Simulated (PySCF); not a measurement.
**BiB: frontier orbitals**

MN15 at R = 2.150 Å; PySCF, scalar-relativistic core potentials, basis sets Bi cc-pVDZ-PP with ECP60, B cc-pVDZ. State: ³Π (triplet), unpaired electrons σ ↑, π ↑. Only the outer orbitals are listed, counted within each symmetry, core potentials removing the inner ones.

```
spin  orbital  occ.  ε (eV)  on Bi (%)           main shells (%)
   α       5σ     1  -18.22         83           82 Bi s, 12 B s
   α       6σ     1  -11.66         33  66 B s, 21 Bi p, 12 Bi s
   α       3π     1   -7.26         74           73 Bi p, 26 B p
   α       7σ     1   -7.17         36   54 B p, 33 Bi p, 11 B s
   α       3π     1   -6.58         60           60 Bi p, 39 B p
   α       4π     0   -1.58         29           71 B p, 27 Bi p
   α       4π     0   -1.23         42           58 B p, 40 Bi p
   α       8σ     0    1.82         67           69 Bi p, 33 B p
   β       5σ     1  -17.31         84           83 Bi s, 11 B s
   β       6σ     1  -10.14         39  59 B s, 27 Bi p, 11 Bi s
   β       3π     1   -6.14         79           79 Bi p, 20 B p
   β       3π     0   -3.35         72           72 Bi p, 27 B p
   β       7σ     0   -2.61         31   41 B p, 30 Bi p, 27 B s
   β       4π     0   -0.30         24           77 B p, 21 Bi p
```

Task: Which are the highest filled and the lowest empty level, where do they sit, and how wide is the gap?

Result: Highest filled β 3π at -6.14 eV (in %: 79 Bi p, 20 B p); lowest empty β 3π at -3.35 eV (in %: 72 Bi p, 27 B p); the gap at MN15 is 2.79 eV. Both belong to one degenerate shell, split only by its one-sided filling, so this is no excitation gap.

| Property | Result |
| --- | --- |
| bond order (Mayer) | 2.12 |
| ⟨S²⟩ | 2.042 |
| charge on Bi (Mulliken, basis-dependent) | 0.13 |
| charge on Bi (Löwdin, basis-dependent) | 0.20 |
| dipole moment (positive dipole means Bi(−)B(+)) | -0.91 D |

Spin–orbit coupling is left out, which matters for elements this heavy, above all for dissociation energies. The state is the lowest determinant that a PBE0 search found; another state may lie lower at other levels.
